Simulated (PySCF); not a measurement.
Cl3H3Si2. Atoms are numbered in the order given.

```xyz
8

Si     0.0000     0.0000     2.2806
Si     0.0000     0.0000    -0.0527
Cl    -1.6798    -0.9698    -0.7737
Cl     1.6798    -0.9698    -0.7737
Cl     0.0000     1.9396    -0.7737
H     -1.2221     0.7056     2.7561
H      1.2221     0.7056     2.7561
H      0.0000    -1.4112     2.7561
```
Charge 0, spin multiplicity 1.

Geometry: B3LYP-D3(BJ)/def2-SVP.

Method: PBE/def2-TZVP (PySCF).

Symmetry labels are those of the subgroup Cs that the program uses (full group C3v).

**Question.** List the valence orbital energies around the gap with their symmetry. (An estimate is asked for; the answer gives what the named calculation found.)

**Answer.** 
```tsv
orbital	symmetry	energy (eV)
HOMO−7	A"	-9.08
HOMO−6	A'	-9.08
HOMO−5	A'	-8.71
HOMO−4	A"	-8.71
HOMO−3	A"	-8.16
HOMO−2	A'	-8.16
HOMO−1	A"	-7.85
HOMO	A'	-7.42
LUMO	A'	-1.54
LUMO+1	A'	-1.44
LUMO+2	A"	-1.44
LUMO+3	A'	-0.26
```
